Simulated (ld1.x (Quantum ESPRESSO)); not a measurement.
phosphorus: variants of one ultrasoft potential

Base potential:

```
Element                 : P
Generator               : ld1.x (Quantum ESPRESSO) 7.5
Type                    : ultrasoft
Functional              : PBEsol
Relativity              : non-relativistic
Frozen core             : [Ne]
Valence charge          : 5
Reference configuration : 3s1.5 3p3.5
Partial waves           : 3s (bound): rcut 1.50, rcutus 1.60 bohr; 3s channel at -0.25 Ry: rcut 1.50, rcutus 1.60 bohr; 3p (bound): rcut 1.45, rcutus 2.00 bohr; 3p channel at 3.5 Ry: rcut 1.45, rcutus 2.00 bohr
Local potential         : all-electron potential smoothed inside 1.60 bohr (lloc = -1)
Core correction         : none
Augmentation charge     : built from norm-conserving waves at rcut, not smoothed further
```

Cutoffs, loose and tight: the cutoffs (Ry, on a coarse ladder) from which the occupation-weighted sum of valence levels, in a spherical-Bessel basis at the reference potential, stays within 10 and 1 mRy of its value at 400 Ry. They do not see the model core or the augmentation charge, which bear on the density cutoff. Test errors are all-electron minus pseudo excitation energies from the reference, over the configurations 3s2 3p3; 3s2 3p2; 3s2 3p1; 3s1 3p4; 3s2 3p3.3; 3s0 3p5; 3s2 3p0. A dash means not determined; rows that change the core or the reference have their own tests.

```tsv
change	outcome	cutoff, loose	cutoff, tight	bound ghosts	largest test error (meV)
base	generated	15 Ry	21 Ry	none	+48
reference 3s1 3p4	generated	15 Ry	18 Ry	none	+180
functional PBE	generated	15 Ry	21 Ry	none	+23
local potential all-electron potential smoothed inside 0.82 bohr (lloc = -1)	generated	15 Ry	18 Ry	none	test run stopped at test 1 of 7 (negative rho)
waves 3p (bound): rcut 1.45, rcutus 2.10 bohr; 3p channel at 3.5 Ry: rcut 1.45, rcutus 2.10 bohr	generated	15 Ry	18 Ry	none	+48
local potential all-electron potential smoothed inside 1.80 bohr (lloc = -2)	generated	15 Ry	21 Ry	none	+47
core correction a·sin(br)/r model core inside 1.20 bohr	generated	15 Ry	21 Ry	none	+31
type TM; waves now 3s (bound): rc 1.60 bohr; 3p (bound): rc 2.00 bohr; local potential all-electron potential smoothed inside 1.50 bohr (lloc = -2)	generated	18 Ry	45 Ry	none	+83
```

Q: What comes out with this change to the base: waves 3s (bound): rcut 1.50, rcutus 1.94 bohr; 3s channel at -0.25 Ry: rcut 1.50, rcutus 1.94 bohr?

A: outcome: generated; cutoff, loose: 12 Ry; cutoff, tight: 18 Ry; bound ghosts: none; largest test error (meV): +57.
